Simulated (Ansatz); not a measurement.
Abstraction of Cl: C3H7Cl + CHBrCl → C3H7 + CHBrCl2

Species: C3H7Cl (2-chloropropane) `CC(C)Cl`, singlet; CHBrCl `Cl[CH]Br`, doublet; C3H7 (methylethyl) `C[CH]C`, doublet; CHBrCl2 (bromodichloromethane) `ClC(Cl)Br`, singlet. A radical takes Cl: the energy is the difference in strength between two C–Cl bonds in different surroundings.

Shapes, held fixed at every level: PBE0-D4/def2-TZVP. Programs: Ansatz 0.2.0. The zero-point and thermal change to 298 K, harmonic and unscaled (PBE0-D4/def2-TZVP), is -4.5 kJ/mol.

Problem. Estimate ΔH(298 K) of this reaction.

Solution. The highest level, CCSD(T)/def2-TZVPP, gives ΔH(298 K) = +47.3 kJ/mol; the levels span +42.1 to +48.7. The column of differences is taken from that level and isn't an error. No measured value is set beside it here. Open shells run unrestricted. Relativity is left out for Br. Outer-core shells of Br are correlated in most correlated rows, in sets that cover them unevenly.

```json
{"level": "MP2/def2-SVP", "kind": "perturbation theory", "ΔH(298 K) (kJ/mol)": "+44.6", "less CCSD(T)/def2-TZVPP": "-2.7"}
{"level": "HF/def2-SVP", "kind": "Hartree–Fock", "ΔH(298 K) (kJ/mol)": "+48.2", "less CCSD(T)/def2-TZVPP": "+0.9"}
{"level": "r2SCAN-D4/def2-TZVPP", "kind": "meta-GGA", "ΔH(298 K) (kJ/mol)": "+42.1", "less CCSD(T)/def2-TZVPP": "-5.2"}
{"level": "wB97M-V/def2-TZVPP", "kind": "range-separated hybrid", "ΔH(298 K) (kJ/mol)": "+43.5", "less CCSD(T)/def2-TZVPP": "-3.8"}
{"level": "B2PLYP/def2-TZVPP", "kind": "double hybrid", "ΔH(298 K) (kJ/mol)": "+44.5", "less CCSD(T)/def2-TZVPP": "-2.8"}
{"level": "CCSD(T)/def2-SVP", "kind": "coupled cluster or CI", "ΔH(298 K) (kJ/mol)": "+48.7", "less CCSD(T)/def2-TZVPP": "+1.4"}
{"level": "CCSD(T)/def2-TZVPP", "kind": "coupled cluster or CI", "ΔH(298 K) (kJ/mol)": "+47.3", "less CCSD(T)/def2-TZVPP": "0.0"}
```
